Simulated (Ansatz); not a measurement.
**One reagent, a row of partners**

Four-centre ligand exchange: BH₃O₃ ([OH][B]([OH])[OH]) meets different reagents, and the same bond of it breaks. Each row is one chosen step, not always the lowest open to these reactants.

Gas-phase electronic energies, without zero-point energy, by CCSD(T) at an estimated basis limit (MP2 extrapolated from triple and quadruple zeta, plus CCSD(T) − MP2 in triple zeta); Ansatz 0.2.0, def2-TZVPP and QZVPP, frozen cores, on PBE0-D4/def2-TZVP structures. Extrapolation: Hartree–Fock as exp(−7.88 √X), correlation as X^−2.97. All energies, in kcal/mol, count from the separated reactants, without counterpoise correction; the start and end structures are the complexes reached by relaxing down from the saddle, and deeper ones may exist. Brackets give SMILES, or, where every atom is bracketed, only which atoms are joined. Steps whose reference was doubtful or whose search ended elsewhere are left out.

| reactants | products | broken | formed | start structure | saddle | end structure | saddle by PBE-D4/TZ |
| --- | --- | --- | --- | --- | --- | --- | --- |
| BH₃O₃ ([OH][B]([OH])[OH]) + HF | BH₂O₂F ([OH][B]([OH])[F]) + H₂O | B–O, F–H | B–F, H–O | -9.62 | 22.31 | -7.05 | 15.00 |
| BH₃O₃ ([OH][B]([OH])[OH]) + NH₃ | BNH₄O₂ ([NH2][B]([OH])[OH]) + H₂O | B–O, H–N | B–N, H–O | -0.58 | ? | 1.84 | 22.78 |
| BH₃O₃ ([OH][B]([OH])[OH]) + H₂ | BH₃O₂ ([OH][BH][OH]) + H₂O | B–O, H–H | B–H, H–O | -1.03 | 56.55 | 19.31 | 47.34 |
| BH₃O₃ ([OH][B]([OH])[OH]) + AsH₃ | BAsH₄O₂ ([OH][B]([OH])[AsH2]) + H₂O | As–H, B–O | As–B, H–O | -3.59 | 52.03 | 22.40 | 42.26 |
| BH₃O₃ ([OH][B]([OH])[OH]) + PH₃ | BPH₄O₂ ([OH][B]([OH])[PH2]) + H₂O | B–O, H–P | B–P, H–O | -3.84 | 58.54 | 26.13 | 47.59 |
| BH₃O₃ ([OH][B]([OH])[OH]) + SiH₄ | BSiH₅O₂ ([OH][B]([OH])[SiH3]) + H₂O | B–O, H–Si | B–Si, H–O | -2.25 | 66.51 | 29.34 | 52.91 |

Problem. Fit a straight line of the saddle against the PBE-D4 saddle to the 5 complete rows, and use it to predict the missing value.

Solution. Means: x̄ = 41.02, ȳ = 51.19. Σ(x − x̄)(y − ȳ) = 1017 and Σ(x − x̄)² = 903.1, so the slope is 1.126 (correlation 1.00). For x = 22.78: y = 51.19 + 1.126 × (22.78 − (41.02)) = 30.65 kcal/mol. The calculation gives 29.82 kcal/mol, so the line misses by 0.83 kcal/mol.

Above its own start structure that saddle lies 30.40 kcal/mol.

Problem. How do the PBE-D4 saddles lie against the coupled-cluster estimate?

Solution. All lower, by 7.04 to 13.60 kcal/mol.

No T1 diagnostic of these runs exceeds 0.014. The filled d shells of As are correlated in sets not built for that, so values that involve them are less sure.

For scale, one of the runs: CCSD(T)/def2-TZVPP, 264 basis functions, launched by `ansatz run in.yaml --threads 8 --pin off --events-out ev --progress --plain --max-ram 19148MiB`. Time: 61 s of wall clock on 8 CPU threads of an Intel Xeon Platinum 8488C; the host was shared. Peak host memory: 6.8 GiB.
